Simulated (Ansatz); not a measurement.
Reaction (SMILES): [Na][Cl] → Na atom + Cl atom (the Cl-Na bond at the site shown breaks; other sites are not compared here)
Structures are relaxed separately at B3LYP-D3(BJ)/def2-TZVP in Ansatz (a quantum-chemistry and plane-wave program).
Geometry of the first species:
```
Na
Cl 1 2.3632
```
Charge 0, spin multiplicity 1.

Property: bond dissociation energy (electronic energy difference), in kJ/mol. Valence correlation only, unless marked. UHF or UKS for open shells. Spin-orbit coupling is left out. No relativistic terms. CBS(X,Y): correlation extrapolated as X^-3; Hartree-Fock from the larger set.

Level to compare with: CCSD(T)/CBS(def2-TZVPPD,def2-QZVPPD) (Ansatz), 416.6 kJ/mol. It is a level with limits of its own, and the differences hold the functionals' basis error too.

Problem. Rank these functionals by how close they come to CCSD(T)/CBS(def2-TZVPPD,def2-QZVPPD), closest first: r2SCANh/def2-TZVPD (Ansatz); BLYP/def2-TZVPD (Ansatz); LC-wPBE/def2-TZVPD (Ansatz).

Solution. r2SCANh/def2-TZVPD (hybrid meta-GGA, 404.0 kJ/mol, difference -12.6), LC-wPBE/def2-TZVPD (range-separated hybrid, 397.2 kJ/mol, difference -19.4), BLYP/def2-TZVPD (GGA, 384.0 kJ/mol, difference -32.6)
